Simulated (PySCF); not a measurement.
Species: C₇H₈NSi (doublet state).
SMILES with atom numbers: `[CH2:1]=[N:2][c:3]1[cH:4][cH:5][cH:6][cH:7][c:8]1[SiH2:9]` (hydrogens: H10, H11 on C1; H12 on C4; H13 on C5; H14 on C6; H15 on C7; H16, H17 on Si9)

Cartesian coordinates in Å at the GFN2-xTB level; atoms count from 1:
```xyz
17
C7H8NSi angstrom
C      2.6411   -0.7951   -0.6472
N      1.7181    0.0690   -0.5266
C      0.4106   -0.2139   -0.2192
C     -0.2443   -1.4307   -0.4127
C     -1.5866   -1.5463   -0.1232
C     -2.2983   -0.4486    0.3700
C     -1.6716    0.7588    0.5613
C     -0.3074    0.9099    0.2680
Si     0.6344    2.4613    0.4644
H      3.6238   -0.4485   -0.9298
H      2.5262   -1.8661   -0.4744
H      0.2957   -2.2739   -0.8205
H     -2.0956   -2.4855   -0.2850
H     -3.3507   -0.5553    0.5907
H     -2.2300    1.6076    0.9325
H     -0.1369    3.6340    0.8583
H      2.0645    2.6350    0.3835
```

The hyperfine couplings belong to this conformer and change with its torsions.

Level of theory: UKS B3LYP, pcH-1 on C H N Si, non-relativistic, mean-field spin-orbit, GIAO (PySCF 2.14.0). Geometry: GFN2-xTB, one conformer, isolated molecule. The geometry wasn't refined by DFT: couplings that depend on bond lengths, twists or pyramidal angles can differ widely from those at the functional's own minimum, by a factor of two or more for some ions and for spin on atoms past the first row. The frame is twisted about the N2–C3 bond at this geometry (dihedral C1–N2–C3–C4 = -23°); couplings at other torsion angles weren't computed. The SCF solution wasn't tested for stability.

Task: Predict the first-order ENDOR lines of N2, H16/H17, H13, H15, H10, H11, H12 and H14 under fast tumbling at B = 334.6 mT (X band).

Result: ν± = |νn ± a/2|, one line for each electron-spin manifold; νn = |g_N| × 7.62259 MHz/T × B.

```tsv
nuclei	isotope	g_N	νn (MHz)	a_iso (MHz)	lower line (MHz)	upper line (MHz)
N2	14N	0.4038	1.03	-1.42	0.32	1.74
H16/H17	1H	5.5857	14.25	-46.50	9.00	37.49
H13	1H	5.5857	14.25	-8.99	9.75	18.74
H15	1H	5.5857	14.25	-7.79	10.35	18.14
H10	1H	5.5857	14.25	-4.22	12.14	16.36
H11	1H	5.5857	14.25	-3.77	12.36	16.13
H12	1H	5.5857	14.25	3.38	12.56	15.94
H14	1H	5.5857	14.25	3.36	12.57	15.93
```

Task: Which pairs are centred on the nuclear Larmor frequency, and which on half the coupling?

Result: Centred on νn, since |a| < 2νn: N2, H13, H15, H10, H11, H12 and H14. Centred on |a|/2 and split by 2νn: H16/H17.

Nuclei that the bonding pattern makes equivalent are averaged, as if the motion that swaps them (rotation, inversion, ring flip) were fast. The 1H value of -46.5 MHz is a mean of couplings from -49.9 to -43.1 MHz in this one geometry, not an average over conformers.

The Mulliken spin populations are largest on Si9 (+0.95), C5 (+0.14), C3 (+0.12) and C7 (+0.11). Si9 is the only atom above +0.15. The angles at Si9 add up to 359.8°, so it is planar; its axial dipolar tensor and the negative couplings of its protons fit spin in a p orbital normal to that plane.

On Arm Neoverse V2, one thread (shared host), this took 2.3 min wall (with the writing of density and orbital grids) and 1.1 GiB of memory at its peak.
